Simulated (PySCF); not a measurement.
CH5FO2Si2, SMILES O=C(O)[Si@H]([SiH3])F. Atoms are numbered in the order given.

```xyz
11

O      1.4218     1.6179     0.1863
C      1.3115     0.4933    -0.2376
O      2.3464    -0.3176    -0.4510
Si    -0.4433    -0.1743    -0.6232
F     -0.4147    -1.7656    -0.9713
Si    -1.7359     0.2336     1.2846
H      3.1507     0.1734    -0.2033
H     -0.9097     0.5586    -1.8338
H     -3.0902    -0.3754     1.1219
H     -1.8651     1.7089     1.4691
H     -1.0588    -0.3685     2.4717
```

Geometry: PBE0-D3(BJ)/def2-SVP. The structure was generated by enumeration; whether it is a known compound was not checked. The values are those of a single conformer.

Method: PBE0/pcSseg-1 (PySCF).

GIAO shieldings, no solvent; atoms alike by connectivity are averaged. δ = σ(ref) − σ: ¹⁷O against H2O (σ = 334.2 ppm); ¹³C against TMS (σ = 186.3 ppm); ²⁹Si against TMS (σ = 352.7 ppm); ¹⁹F against CFCl3 (σ = 167.2 ppm); ¹H against TMS (σ = 31.56 ppm), references at their B3LYP-D3(BJ)/def2-TZVP geometries, non-relativistic.

Computed chemical shifts:
| nucleus | atoms | count | δ (ppm) |
|---|---|---|---|
| ¹⁷O | O1 | 1 | 498.1 |
| ¹⁷O | O3 | 1 | 241.5 |
| ¹³C | C2 | 1 | 188.6 |
| ²⁹Si | Si4 | 1 | -5.4 |
| ²⁹Si | Si6 | 1 | -105.5 |
| ¹⁹F | F5 | 1 | -220.4 |
| ¹H | H7 | 1 | 6.88 |
| ¹H | H8 | 1 | 5.78 |
| ¹H | H9, H10, H11 | 3 | 3.88 |
